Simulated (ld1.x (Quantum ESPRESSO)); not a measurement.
**How hard is this Ge RRKJ potential?**

- Element: germanium (Ge)
- Generator: ld1.x (Quantum ESPRESSO) 7.5
- Type: norm-conserving RRKJ (Kleinman–Bylander form)
- Functional: PBE
- Relativity: fully relativistic
- Frozen core: [Ar]
- Valence charge: 14
- Reference configuration: 3d10 4s2 4p1.5 (charge +0.5)
- Partial waves: 4s (bound): rc 1.85 bohr; 4p (bound): rc 2.10 bohr; 3d (bound): rc 0.80 bohr
- Local potential: all-electron potential smoothed inside 1.05 bohr (lloc = -1)
- Core correction: a·sin(br)/r model core, default radius (core density twice the valence density)
- rho0: 0.01

Open shells are filled in proportion to 2j + 1 (rel_dist='average').

The pseudo-atom Hamiltonian at the reference potential is diagonalised in spherical Bessel functions j_l(qr) that vanish at 20 bohr, with q² up to the cutoff. All-electron valence levels (Ry): 4s -1.1463, 4p1/2 -0.5533, 4p3/2 -0.5375, 3d3/2 -2.4905, 3d5/2 -2.4474.

Q: How do the lowest levels (Ry) of each channel move with the cutoff, and are there ghosts?

A:

```tsv
cutoff (Ry)	s #1	s #2	p1/2 #1	p3/2 #1	d3/2 #1	d5/2 #1	d5/2 #2	f #1	Σ f·Δε (mRy)
8	-1.1025	-0.1706	-0.5422	-0.5267	-0.0761	-0.0761	0.0141	0.0323	23990.3
18	-1.2571	-0.9160	-0.5500	-0.5345	-0.0962	-0.0962	0.0036	0.0323	23911.0
35	-4.9964	-1.1423	-0.5533	-0.5375	-0.1357	-0.1358	-0.0089	0.0323	23297.4
55	-6.1287	-1.1463	-0.5533	-0.5375	-0.2348	-0.2349	-0.0234	0.0323	22298.7
90	-6.2725	-1.1463	-0.5533	-0.5375	-0.7251	-0.7209	-0.0427	0.0323	17420.9
140	-6.2796	-1.1464	-0.5533	-0.5375	-1.9042	-1.8773	-0.0544	0.0323	5766.4
230	-6.2797	-1.1464	-0.5533	-0.5375	-2.4810	-2.4383	-0.0572	0.0323	92.9
400	-6.2797	-1.1464	-0.5533	-0.5375	-2.4905	-2.4475	-0.0572	0.0323	0.0
```

Result: ghost state, extra bound levels that the all-electron valence spectrum of the same l lacks: s at -85.4 eV (a true bound ghost makes a file unfit for plane-wave use); 10 mRy is reached at 300 Ry and 1 mRy at over 300 Ry.

Its largest configuration-test error is -618 meV.
